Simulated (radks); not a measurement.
Species: Sn31+. Configuration: [Ar] 3d1.

Calculated with a radial shooting solver on a logarithmic mesh with Libxc functionals: scalar-relativistic Kohn-Sham, PBEsol, spin-polarised, spherical densities, finite nucleus; open shells are filled with parallel spins first (spin-orbit coupling, left out, can overturn this in heavy ions); Fermi nuclear charge, rms radius 4.6519 fm.

Energy parts (hartree):
| part | energy |
|---|---|
| total | -5484.89471 |
| kinetic | 5755.56510 |
| electron-nucleus | -12112.19986 |
| Hartree | 982.18911 |
| exchange-correlation | -110.44906 |

Orbitals (lengths in bohr, moments of r in powers of bohr):
[
 {"orbital": "1s up", "occ.": "1", "eigenvalue (hartree)": "-1122.191", "<1/r>": "53.06"},
 {"orbital": "1s down", "occ.": "1", "eigenvalue (hartree)": "-1122.189", "<1/r>": "53.06"},
 {"orbital": "2s up", "occ.": "1", "eigenvalue (hartree)": "-216.4143", "<1/r>": "12.21"},
 {"orbital": "2s down", "occ.": "1", "eigenvalue (hartree)": "-216.2773", "<1/r>": "12.22"},
 {"orbital": "2p up", "occ.": "3", "eigenvalue (hartree)": "-200.3443", "<1/r>": "11.72"},
 {"orbital": "2p down", "occ.": "3", "eigenvalue (hartree)": "-200.2411", "<1/r>": "11.73"},
 {"orbital": "3s up", "occ.": "1", "eigenvalue (hartree)": "-77.93951", "<1/r>": "4.761"},
 {"orbital": "3s down", "occ.": "1", "eigenvalue (hartree)": "-77.79071", "<1/r>": "4.754"},
 {"orbital": "3p up", "occ.": "3", "eigenvalue (hartree)": "-72.79926", "<1/r>": "4.583"},
 {"orbital": "3p down", "occ.": "3", "eigenvalue (hartree)": "-72.64301", "<1/r>": "4.575"},
 {"orbital": "3d up", "occ.": "1", "eigenvalue (hartree)": "-66.08035", "<1/r>": "4.384"},
 {"orbital": "3d down", "occ.": "0", "eigenvalue (hartree)": "-65.88258", "<1/r>": "4.379"},
 {"orbital": "4s up", "occ.": "0", "eigenvalue (hartree)": "-39.23908", "<1/r>": "2.437"},
 {"orbital": "4s down", "occ.": "0", "eigenvalue (hartree)": "-39.18766", "<1/r>": "2.433"},
 {"orbital": "4p up", "occ.": "0", "eigenvalue (hartree)": "-37.17771", "<1/r>": "2.357"},
 {"orbital": "4p down", "occ.": "0", "eigenvalue (hartree)": "-37.12498", "<1/r>": "2.354"}
]

The highest occupied level is 3d up at -1798.1 eV. The spin density at the nucleus is -3.32 e/bohr^3 (1s -0.54, 2s -10.58, 3s 7.80). For comparison, the ionisation energy in NIST's Atomic Spectra Database is 1844 eV (theoretical). In exact Kohn-Sham theory the highest level is minus the ionisation energy, but local and semilocal functionals leave it too shallow, through self-interaction and a potential that decays too fast; potentials with the right tail come closer. The electron density at the nucleus is 1.966e+05 e/bohr^3 (large components only).
